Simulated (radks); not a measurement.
The numbers below are computed, except where a source is named.
Ionisation of the copper ion Cu2+, [Ar] 3d9, to Cu3+, [Ar] 3d8, under several functionals. Non-relativistic Kohn-Sham, spin-unpolarised, spherical densities, point nucleus; a radial shooting solver on a logarithmic mesh with Libxc functionals.

functional	E(Cu2+) (hartree)	Exc (hartree)	IE (eV)	-e(HOMO) (eV)	<r> HOMO (bohr)	IE error (eV)
Wu-Cohen GGA	-1638.77633	-65.81849	39.301	29.847	0.9164	+2.460
PW91	-1639.60730	-66.66170	39.403	29.946	0.9174	+2.562
RPBE	-1639.42307	-66.47547	39.175	29.717	0.9176	+2.334
XLYP	-1639.82076	-66.86140	39.344	29.912	0.9206	+2.503
revPBE	-1639.36646	-66.41871	39.169	29.713	0.9171	+2.328
BP86	-1639.70569	-66.76188	39.359	29.921	0.9163	+2.518
MS2 meta-GGA	-1639.25439	-66.31144	39.148	29.709	0.9179	+2.307
TPSS	-1639.49424	-66.54884	39.131	29.668	0.9166	+2.290
SCAN	-1639.58257	-66.67744	39.446	29.964	0.9133	+2.605
BLYP	-1639.55615	-66.59325	39.294	29.864	0.9202	+2.453
PBE	-1639.20996	-66.25433	39.289	29.838	0.9178	+2.448
revTPSS	-1639.02985	-66.07177	39.022	29.567	0.9161	+2.181

NIST Atomic Spectra Database: 36.84 eV (measured). Closest: revTPSS. The Delta-SCF values span 0.42 eV, the total energies 1.04 hartree. The highest occupied level is 3d. Spin polarisation and multiplet splitting are left out, so open shells lie too high by an amount that depends on their filling.

Beside tabulated values, note that spin-unpolarised runs miss the spin-polarisation part of the exchange energy of open shells.
